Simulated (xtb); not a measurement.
C5H7BO, SMILES C1(B(CO1)C)=C=C. All values are semi-empirical tight-binding results from xtb (GFN2-xTB unless named), good for trends rather than for accurate numbers. Geometry: GFN2-xTB. This is a generated structure with no PubChem entry under its InChIKey; it may be hypothetical.

Computed properties:
```yaml
orbital_gap: 2.77 eV
dipole_moment: 2.25 D
zero_point_energy: 66.0 kcal/mol
G − E(el) at 298.15 K (modified RRHO): 45.5 kcal/mol
static polarisability (D4 model): 69.9 bohr³
solvation energy, GFN2-xTB/ALPB(water): -2.9 kcal/mol
solvation energy, GFN2-xTB/ALPB(acetonitrile): -6.9 kcal/mol
```

Computed IR lines (harmonic; lines under 4 % of the strongest left out, lines within 3 cm⁻¹ merged):
ν (cm⁻¹): 845 (m), 996 (w), 1010 (w), 1115 (vs), 1182 (w), 1250 (m), 1332 (m), 1380 (w), 1451 (w), 2035 (s), 2929 (w), 2952 (w), 3034 (w), 3038 (w) (against the strongest line: vs over 80 %, s over 45 %, m over 15 %, w over 4 %, vw less)
